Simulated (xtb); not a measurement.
xtb input (GFN2-xTB):

```bash
xtb mol.xyz --gfn 2 --ohess tight --chrg -1 --uhf 0
```
mol.xyz:
```
14

C      2.34233970     0.88067902     0.26390850
Si     1.35856765    -0.80481298     0.37898003
O      0.04787382    -0.39835211    -0.77802132
Si    -1.52952475    -0.18700738    -0.49388827
C     -1.90840653     1.15358292     0.75128035
H      3.32669714     0.77398144     0.68886406
H      2.37890708     1.22208163    -0.72832254
H      1.80936002     1.65220796     0.83923615
H      2.26610787    -1.54884265    -0.67149433
H     -2.18842498    -1.40493479     0.01619006
H     -2.24073603     0.17176618    -1.77770022
H     -2.93195108     1.32684090     0.88893509
H     -1.44522251     2.09534889     0.44689786
H     -1.44521601     0.96171484     1.72775918
```

Output:

```
           -------------------------------------------------
          |                Calculation Setup                |
           -------------------------------------------------

           -------------------------------------------------
          |                 G F N 2 - x T B                 |
           -------------------------------------------------

        Reference                      10.1021/acs.jctc.8b01176
      * Hamiltonian:
        H0-scaling (s, p, d)           1.850000    2.230000    2.230000
        zeta-weighting                 0.500000
      * Dispersion:
        s8                             2.700000
        a1                             0.520000
        a2                             5.000000
        s9                             5.000000
      * Repulsion:
        kExp                           1.500000    1.000000
        rExp                           1.000000
      * Coulomb:
        alpha                          2.000000
        third order                    shell-resolved
        anisotropic                    true
        a3                             3.000000
        a5                             4.000000
        cn-shift                       1.200000
        cn-exp                         4.000000
        max-rad                        5.000000

          ...................................................
          :                      SETUP                      :
          :.................................................:
          :  # basis functions                  41          :
          :  # atomic orbitals                  39          :
          :  # shells                           21          :
          :  # electrons                        32          :
          :  max. iterations                   250          :
          :  Hamiltonian                  GFN2-xTB          :
          :  restarted?                      false          :
          :  GBSA solvation                  false          :
          :  PC potential                    false          :
          :  electronic temp.          300.0000000     K    :
          :  accuracy                    1.0000000          :
          :  -> integral cutoff          0.2500000E+02      :
          :  -> integral neglect         0.1000000E-07      :
          :  -> SCF convergence          0.1000000E-05 Eh   :
          :  -> wf. convergence          0.1000000E-03 e    :
          :  Broyden damping             0.4000000          :
          :  net charge                         -1          :
          :  unpaired electrons                  0          :
          ...................................................

 iter      E             dE          RMSdq      gap      omega  full diag
   1    -16.6354900 -0.166355E+02  0.882E+00    3.33       0.0  T
   2    -16.7645358 -0.129046E+00  0.698E+00    2.20       1.0  T
   3    -16.7722472 -0.771145E-02  0.420E+00    3.07       1.0  T
   4    -16.7680109  0.423627E-02  0.147E+00    2.46       1.0  T
   5    -16.7770318 -0.902085E-02  0.705E-01    2.98       1.0  T
   6    -16.7775972 -0.565373E-03  0.296E-01    2.93       1.0  T
[...]
   6 C   14 Si          1     1.8969755     1.8969755     1.8969755
   8 O   14 Si          1     1.5631265     1.5631265     1.5631265

           -------------------------------------------------
          |               Frequency Printout                |
           -------------------------------------------------
 projected vibrational frequencies (cm⁻¹)
eigval :       -0.00    -0.00    -0.00     0.00     0.00     0.00
eigval :       28.31    78.75   107.22   114.89   149.72   184.53
eigval :      237.00   451.14   504.65   646.32   652.37   675.08
eigval :      705.45   725.90   770.44   788.38   819.37   834.73
eigval :      845.36   859.43  1112.76  1375.56  1378.52  1534.75
eigval :     1534.97  1536.09  1549.52  1772.10  2039.71  2101.15
eigval :     2899.12  2941.64  2966.68  3013.33  3029.44  3037.44
 reduced masses (amu)
   1: 18.19   2: 15.37   3: 17.27   4: 19.91   5: 19.86   6: 15.29   7: 11.62   8: 10.95
   9: 11.75  10:  6.56  11:  4.19  12: 13.41  13: 17.95  14: 20.29  15:  5.95  16:  2.72
  17:  3.93  18: 10.59  19:  5.01  20:  9.22  21:  6.51  22:  5.20  23:  4.13  24:  3.47
  25:  4.43  26:  3.23  27: 20.17  28:  3.12  29:  3.22  30:  1.63  31:  1.62  32:  1.64
  33:  1.64  34:  1.86  35:  2.04  36:  1.55  37:  1.78  38:  1.86  39:  1.49  40:  1.85
  41:  1.95  42:  1.36
 IR intensities (km·mol⁻¹)
Molecule has no symmetry elements
It seems to be the C1 point group
   1:  6.69   2:  5.17   3:  5.61   4: 10.34   5:  5.23   6:  0.92   7:  1.06   8:  0.11
   9:  0.33  10:  0.02  11:  0.11  12:  0.52  13: 14.83  14:125.16  15: 84.44  16: 46.45
  17: 58.57  18: 12.99  19:195.55  20: 17.71  21:148.60  22: 43.95  23: 83.87  24: 36.71
  25:201.05  26:282.72  27:503.98  28:  6.58  29:  1.20  30:  2.86  31:  3.88  32:  6.26
  33:  6.91  34:807.38  35:669.57  36:269.30  37:158.22  38:165.75  39: 71.35  40:132.24
  41:104.01  42: 33.83
 Raman intensities (Ä⁴*amu⁻¹)
   1:  0.00   2:  0.00   3:  0.00   4:  0.00   5:  0.00   6:  0.00   7:  0.00   8:  0.00
   9:  0.00  10:  0.00  11:  0.00  12:  0.00  13:  0.00  14:  0.00  15:  0.00  16:  0.00
  17:  0.00  18:  0.00  19:  0.00  20:  0.00  21:  0.00  22:  0.00  23:  0.00  24:  0.00
  25:  0.00  26:  0.00  27:  0.00  28:  0.00  29:  0.00  30:  0.00  31:  0.00  32:  0.00
  33:  0.00  34:  0.00  35:  0.00  36:  0.00  37:  0.00  38:  0.00  39:  0.00  40:  0.00
  41:  0.00  42:  0.00
 output can be read by thermo (or use thermo option).
 writing <g98.out> molden fake output.
 recommended (thermochemical) frequency scaling factor: 1.0
           -------------------------------------------------
          |             Thermodynamic Functions             |
           -------------------------------------------------

c1  symmetry found (for desy threshold:  0.10E+00) used in thermo

          ...................................................
          :                      SETUP                      :
          :.................................................:
          :  # frequencies                          36      :
          :  # imaginary freq.                       0      :
          :  linear?                             false      :
          :  only rotor calc.                    false      :
          :  symmetry                               c1      :
          :  rotational number                       1      :
          :  scaling factor                  1.0000000      :
          :  rotor cutoff                   50.0000000 cm⁻¹ :
          :  imag. cutoff                  -20.0000000 cm⁻¹ :
          :.................................................:

    mode    ω/cm⁻¹     T·S(HO)/kcal·mol⁻¹    T·S(FR)/kcal·mol⁻¹   T·S(vib)
   ------------------------------------------------------------------------
       1     28.31    -1.77234 (  9.32%)    -1.22440 ( 90.68%)    -1.27546
       2     78.75    -1.16927 ( 86.02%)    -0.92174 ( 13.98%)    -1.13467
       3    107.22    -0.98944 ( 95.48%)    -0.83038 (  4.52%)    -0.98225
       4    114.89    -0.94946 ( 96.54%)    -0.80992 (  3.46%)    -0.94462
       5    149.72    -0.79778 ( 98.77%)    -0.73152 (  1.23%)    -0.79696
       6    184.53    -0.68040 ( 99.46%)    -0.66962 (  0.54%)    -0.68034
       7    237.00    -0.54420 ( 99.80%)    -0.59550 (  0.20%)    -0.54430
   ------------------------------------------------------------------------

   temp. (K)  partition function   enthalpy   heat capacity  entropy
                                   cal/mol     cal/K/mol   cal/K/mol   J/K/mol
 298.15  VIB  0.119E+04             4021.007     23.713     25.729
         ROT  0.229E+06              888.752      2.981     27.504
         INT  0.271E+09             4909.759     26.694     53.233
         TR   0.104E+28             1481.254      4.968     39.853
         TOT                        6391.0131    31.6618    93.0861   389.4723

       T/K    H(0)-H(T)+PV         H(T)/Eh          T*S/Eh         G(T)/Eh
   ------------------------------------------------------------------------
    298.15    0.101847E-01    0.110428E+00    0.442282E-01    0.662001E-01
   ------------------------------------------------------------------------

         :::::::::::::::::::::::::::::::::::::::::::::::::::::
         ::                  THERMODYNAMIC                  ::
         :::::::::::::::::::::::::::::::::::::::::::::::::::::
         :: total free energy         -16.556666309471 Eh   ::
         ::.................................................::
         :: total energy              -16.622866414312 Eh   ::
Note: The following floating-point exceptions are signalling: IEEE_UNDERFLOW_FLAG IEEE_DENORMAL
normal termination of xtb
         :: zero point energy           0.100243593333 Eh   ::
         :: G(RRHO) w/o ZPVE           -0.034043488492 Eh   ::
         :: G(RRHO) contrib.            0.066200104841 Eh   ::
         :::::::::::::::::::::::::::::::::::::::::::::::::::::

optimized geometry written to: xtbopt.xyz

           -------------------------------------------------
          | TOTAL ENERGY              -16.622866414312 Eh   |
          | TOTAL ENTHALPY            -16.512438093267 Eh   |
          | TOTAL FREE ENERGY         -16.556666309471 Eh   |
          | GRADIENT NORM               0.000076026723 Eh/α |
          | HOMO-LUMO GAP               3.090745900091 eV   |
           -------------------------------------------------

------------------------------------------------------------------------
------------------------------------------------------------------------
 total:
 SCF:
 ANC optimizer:
 analytical hessian:
```

It need not be the lowest isomer of its formula. Whether it binds its extra electron was not tested at this geometry.
